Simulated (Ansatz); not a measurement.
`C/C=C(\C)I` + `OB(O)O` → `COB(O)O` + `C/C=C/I`  (substitution at a C–C bond)

Isolated molecules relaxed with PBE0-D4/def2-TZVP in Ansatz; ΔE leaves out vibrations. CCSD(T)/CBS is the MP2 limit (def2-TZVPP, def2-QZVPP) plus CCSD(T) − MP2 in def2-TZVPP, frozen cores. This one scheme is used for every species. Double bonds are as drawn, so ΔE can hold a change between cis and trans. DFT in def2-TZVPP. def2 core potentials past Kr. For I outer-core shells are correlated without core-valence functions, which leaves a few kJ/mol of doubt a bond. Each species was taken in one conformer, which may not be the lowest.

`C/C=C(\C)I`:

```xyz
12

C     0.131   -0.298    1.644
C    -0.598   -0.703    0.407
C    -0.415   -0.203   -0.810
C     0.534    0.857   -1.245
I    -1.590   -0.964   -2.384
H     0.644   -1.160    2.081
H     0.870    0.483    1.472
H    -0.574    0.064    2.399
H    -1.344   -1.480    0.537
H     1.219    0.476   -2.007
H     1.125    1.228   -0.406
H    -0.002    1.700   -1.688
```

`OB(O)O`:

Cartesian coordinates in Å:
```
O -0.485 0.348 1.229
B 0.000 0.000 0.000
O -0.215 0.815 -1.075
O 0.700 -1.163 -0.154
H -0.957 1.183 1.209
H 0.173 0.465 -1.879
H 0.784 -1.647 0.670
```

`COB(O)O`:

Z-matrix (Å, degrees):
```
C
O 1 1.413
H 1 1.090 2 107.6
H 1 1.093 2 111.2 3 119.5
H 1 1.093 2 111.2 3 -119.5
B 2 1.361 1 120.2 3 -180.0
O 6 1.366 2 120.6 1 0.0
O 6 1.368 2 119.6 1 -180.0
H 7 0.959 6 111.8 2 180.0
H 8 0.960 6 111.8 2 0.0
```

`C/C=C/I`:

```xyz
9

C    -1.218    0.040   -0.197
C     0.122    0.113    0.452
C     1.254   -0.145   -0.181
I     3.124   -0.043    0.721
H    -1.728    1.007   -0.142
H    -1.858   -0.685    0.317
H    -1.144   -0.251   -1.246
H     0.147    0.395    1.501
H     1.301   -0.431   -1.224
```

```
             level  ΔE (kJ/mol)
         r2SCAN-D4         64.9
            B2PLYP         60.9
SCS-MP2/def2-TZVPP         66.2
    CCSD/CBS(def2)         65.1
```

(1) What does CCSD(T)/CBS give? (An estimate is asked.)

Largest T1 diagnostic among the species: 0.012.

Results:

(1) Ansatz gave: +67.6 kJ/mol. The listed levels differ from it by -2.7, -6.7, -1.4, -2.5 kJ/mol.

In def2-TZVPP, CCSD(T) changes the Hartree–Fock value by +18.5 kJ/mol (the triples alone add +2.5 kJ/mol) and MP2 by +28.4 kJ/mol. The D4 term adds +5.6 kJ/mol with B3LYP and +3.0 kJ/mol with PBE0; it sums over pairs of atoms, weighted by their polarisabilities, and B3LYP, whose exchange is more repulsive, gets the larger term.

B3LYP here is the variant with VWN-RPA as its local correlation; programs differ in this.
